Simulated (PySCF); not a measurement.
Work out the structure from these simulated measurements.

Formula: C7H4ClFO.

| Quantity | Value |
| --- | --- |
| NMR, other nuclei | isotropic shieldings of nuclei other than C and H, by class: -224 (1 O), 270 (1 F), 517 (1 Cl) ppm [GIAO B3LYP/pcSseg-1] |
| Triplet | lowest triplet excitation (Tamm–Dancoff): 3.57 eV [TDA PBE0/def2-SVPD] |
| UV, strongest line | among the 10 lowest singlet transitions: S8 at 6.74 eV (184 nm, f = 0.461) [TDDFT PBE0/def2-SVPD] |
| Rotational structure | rotational constants A, B, C: 3.056, 0.612, 0.510 GHz [PBE0-D3(BJ)/def2-SVP] |
| Dipole | 2.58 D [PBE0/def2-SVPD] |
| Valence photoelectron | vertical ionisation energy: 9.83 eV [ΔSCF PBE0/def2-SVPD] |
| 13C NMR | chemical shifts (computed TMS as zero) by class: 177.0 (1 C), 175.3 (1 C), 141.8 (2 C), 133.2 (1 C), 121.1 (2 C) ppm [GIAO B3LYP/pcSseg-1] |

Gas-phase values; electronic properties from PySCF, density fitting. Levels stand in brackets. The structure is a single PBE0-D3(BJ)/def2-SVP conformer in the gas phase; no vibrational or solvent corrections. NMR values are class means; diastereotopic atoms form classes of their own.

**Question.** Propose a structure and show how it fits.

**Answer.** Numbering: `[O:1]=[C:2]([Cl:3])[c:4]1[cH:5][cH:6][c:7]([F:8])[cH:9][cH:10]1`. Its formula, C7H4ClFO, gives 5 degrees of unsaturation: 1 ring and 4 π bonds in the structure found (Kekulé form). 7 carbons fall into 5 classes; from least to most shielded: aromatic C–F carbon [C7] (177.0 ppm), acyl halide carbon [C2] (175.3 ppm), aromatic CH carbon [C5/C10] (141.8 ppm, 2 C, up to 2.9 ppm apart in this geometry), substituted aromatic carbon [C4] (133.2 ppm), aromatic CH carbon [C6/C9] (121.1 ppm, 2 C). The other shieldings belong to: -224 ppm, carbonyl oxygen [O1]; 270 ppm, aryl fluorine [F8]; 517 ppm, chlorine bonded to C [Cl3]. The first electron is taken from the HOMO, whose largest Löwdin shares are 0.23 on the substituted aromatic carbon, 0.19 on the aromatic C–F carbon, 0.11 on an aromatic CH carbon and 0.11 on the aryl fluorine. By its constants the optimised geometry is an asymmetric top. Structure: `O=C(Cl)c1ccc(F)cc1`. Computed isomers that give other values at the same levels: `O=C(Cl)c1ccccc1F` (rotational constant A: 2.121 GHz; this holds for the one conformer computed); `O=C(Cl)c1cccc(F)c1` (rotational constant A: 2.043 GHz; this holds for the one conformer computed); `O=C(F)c1ccc(Cl)cc1` (rotational constant A: 3.835 GHz; this holds for the one conformer computed). The assignments are read from this structure; whether some other isomer fits the data as well wasn't checked.

The values belong to the conformer `[O:1]=[C:2]([Cl:3])[c:4]1[cH:5][cH:6][c:7]([F:8])[cH:9][cH:10]1`: O1–C2–C4–C5 -179°.
